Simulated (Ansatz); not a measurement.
`CBS[SiH2]C`, relaxed with RKS PBE0-D4/def2-TZVP in Ansatz from a PBE-D4/def2-SVP geometry. The force threshold is 0.005 eV/Å; the program also tests the step.

Total charge 0; spin multiplicity 1.

Start:

```xyz
14

C    -2.594   -1.139   -0.451
B    -1.168   -0.490   -0.465
S     0.290   -1.475   -0.074
Si    1.838    0.058   -0.278
C     1.703    1.336    1.098
H    -2.627   -2.209   -0.164
H    -3.055   -1.028   -1.459
H    -3.261   -0.565    0.230
H    -1.024    0.689   -0.751
H     1.721    0.701   -1.631
H     3.146   -0.681   -0.196
H     0.722    1.850    1.057
H     2.502    2.100    0.994
H     1.806    0.854    2.091
```

(1) By how much does the energy fall, and how many steps does the optimiser take? (Best estimate.)

(2) Which bonds change most? (An estimate is asked.)

(3) Give the relaxed structure. (Best estimate.)

Results:

(1) The calculation gave: 1.23 kcal/mol, in 5 steps.

(2) Ansatz gave: S3–Si4 from 2.188 to 2.155 Å; B2–H9 from 1.222 to 1.200 Å; Si4–C5 from 1.883 to 1.863 Å; Si4–H10 from 1.503 to 1.485 Å.

(3) Computed: 
```xyz
14

C    -2.573   -1.126   -0.450
B    -1.154   -0.485   -0.466
S     0.296   -1.460   -0.076
Si    1.818    0.055   -0.270
C     1.687    1.325    1.087
H    -2.598   -2.181   -0.174
H    -3.035   -1.012   -1.438
H    -3.221   -0.568    0.236
H    -1.012    0.673   -0.746
H     1.697    0.690   -1.607
H     3.113   -0.670   -0.193
H     0.723    1.836    1.041
H     2.478    2.073    0.986
H     1.781    0.853    2.067
```
